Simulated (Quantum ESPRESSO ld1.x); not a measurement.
Results of a calculation; reference values are marked as such.
Question: The aim is neutral gadolinium in [Xe] 4f7 5d1 6s2. This ld1.x (Quantum ESPRESSO 7.5) run was made with `OMP_NUM_THREADS=1 ld1.x < ld1.in > ld1.out`. Can the result be used? Name any fault.

```
 &input
    zed=64.0,
    iswitch=1,
    rel=1,
    dft='PBESOL',
    config='[Xe] 4f7 5d1 6s2',
    dx=0.003,
    prefix='ld1',
    max_out_wfc=37,
    file_charge='ld1.rho',
 /
```

Output (excerpt):

```
     Program LD1 v.7.5 starts

 %%%%%%%%%%%%%%%%%%%%%%%%%%%%%%%%%%%%%%%%%%%%%%%%%%%%%%%%%%%%%%%%%%%%%%%%%%%%%%
     Error in routine do_mesh (1):
     ndmx is too small
 %%%%%%%%%%%%%%%%%%%%%%%%%%%%%%%%%%%%%%%%%%%%%%%%%%%%%%%%%%%%%%%%%%%%%%%%%%%%%%

     stopping ...
```

Answer: No (refused). The line at issue: dx=0.003. The program stops in do_mesh with "ndmx is too small": the mesh holds 3500 points at most, so dx, xmin and rmax must fit that. The sound input gives -11267.277 hartree.
